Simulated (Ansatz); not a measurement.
Reaction (ligand exchange at the Si–C bond): `F/C(S)=C\[SiH3]` + PH₃ → `[SiH3]P` + `C=C(F)S`

Program: Ansatz. Geometries: PBE0-D4/def2-TZVP. ΔE: electronic, gas phase. CBS: MP2 limit from def2 TZ/QZ plus the TZ coupled-cluster correction, frozen cores. This one scheme is used for every species. One conformer a species, not always the lowest.

`F/C(S)=C\[SiH3]`:

Z-matrix (Å, degrees):
```
Si
C 1 1.857
H 1 1.483 2 111.0
H 1 1.488 2 110.6 3 121.2
H 1 1.487 2 108.6 3 -120.6
C 2 1.327 1 125.0 3 -19.0
H 2 1.085 1 119.3 3 160.5
S 6 1.750 2 125.4 1 172.3
F 6 1.338 2 121.5 1 -4.0
H 8 1.344 6 95.5 2 151.7
```

PH₃:

```xyz
4

P    -0.128   -0.520    0.224
H     0.460    0.526    0.983
H    -1.104    0.339   -0.348
H     0.772   -0.345   -0.859
```

`[SiH3]P`:

Cartesian coordinates in Å:
```
Si 0.494 -0.346 -0.554
P -0.935 -0.093 1.172
H -0.145 -1.242 -1.552
H 1.726 -0.999 -0.039
H 0.867 0.930 -1.219
H -1.803 0.768 0.449
H -0.203 0.982 1.744
```

`C=C(F)S`:

```xyz
7

C     0.796    0.383   -0.360
C    -0.136   -0.527   -0.133
F    -0.061   -1.739   -0.693
S    -1.585   -0.443    0.851
H     0.741    1.363    0.089
H     1.629    0.142   -1.006
H    -1.383    0.821    1.251
```

```csv
species,CCSD(T)/CBS(def2) energy (Eh)
`F/C(S)=C\[SiH3]`,-865.72028
PH₃,-342.72256
`[SiH3]P`,-633.00997
`C=C(F)S`,-575.43615
```

(1) Work out ΔE.

(2) What do rigid-rotor, harmonic-oscillator terms from PBE0-D4/def2-TZVP frequencies (298.15 K, 1 bar) make of the CCSD(T)/CBS value? (An estimate is asked.)

Largest T1 diagnostic among the species: 0.013.

Results:

(1) ΔE = (-633.00997) + (-575.43615) − (-865.72028) − (-342.72256) = -0.00328 Eh = -0.09 eV.

(2) Computed: ΔZPE = +0.08 eV, ΔH = -0.04 eV, ΔS = 5 J/(mol·K), ΔG = -0.05 eV. Modes under 50 cm⁻¹ make the entropy rough.

At CCSD(T), def2-SVP lies +0.11 eV from the extrapolated value and def2-TZVPP +0.03 eV. Leaving LDA and LC-ωPBE aside and taking each functional with its dispersion term where it has one, the values, not all of them listed here, spread over 0.09 eV, from PBE-D4 to CAM-B3LYP-D4. LDA lies +0.05 eV from PBE without D4.
